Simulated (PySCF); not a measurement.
## Optical rotation: `F[C@H](Br)[C@H]1C[C@@H]1F`, C$_{4}$H$_{5}$BrF$_{2}$

Geometry (Å), atoms numbered from 1 in this order:
```xyz
12

F     1.4090   -1.9972    0.2451
C     1.2347   -0.7144   -0.1468
Br    2.8619    0.2842    0.3602
C     0.0303   -0.1034    0.4965
C    -0.5704    1.1483   -0.0853
C    -1.2892   -0.1514   -0.2199
F    -2.4009   -0.3526    0.5307
H     1.1965   -0.6975   -1.2417
H     0.0070   -0.2167    1.5739
H    -0.1199    1.5762   -0.9676
H    -0.9699    1.8740    0.6055
H    -1.3879   -0.6502   -1.1765
```

Computed, not measured: PySCF 2.14.0, TDDFT BHandHLYP/def2-SVPD circular dichroism and optical rotation, one conformer, gas phase. Geometry: GFN2-xTB.

The molecule is flexible and this is one conformer; a measurement averages over conformers. The calculation is non-relativistic, which matters for the atoms heavier than Zn. States above about 9.4 eV (minus the energy of the highest occupied orbital) lie near or above the ionisation threshold and depend on the basis.

Stereocentres: C2 R, C4 S, C6 S.

Task: What is the specific rotation at 633, 589.3, 546, 436, 405, 365, 355 nm?

Result: [α] in deg dm⁻¹ (g/mL)⁻¹:
```tsv
λ (nm)	origin-invariant length gauge	modified velocity gauge	length gauge (centre of mass)	isotropic polarisability (au)
633	+104.8	+115.2	+104.6	69.7
589.3	+122.8	+134.9	+122.5	69.9
546	+145.7	+160.1	+145.4	70.2
436	+246.9	+270.9	+246.4	71.4
405	+296.3	+325.0	+295.7	71.9
365	+387.5	+424.9	+386.8	72.9
355	+417.5	+457.6	+416.7	73.2
```

Task: And for the mirror image at 589.3 nm?

Result: -122.8 deg dm⁻¹ (g/mL)⁻¹ (origin-invariant length gauge): the same size and the opposite sign.

Task: What is the molar rotation [Φ] = [α]·M/100 of the geometry above at 589.3 nm?

Result: With M = 170.99 g/mol, +209.9 deg cm² dmol⁻¹ (origin-invariant length gauge).

The first excitation lies at 6.24 eV (199 nm) with R = +2.9 × 10⁻⁴⁰ esu² cm² (velocity form).
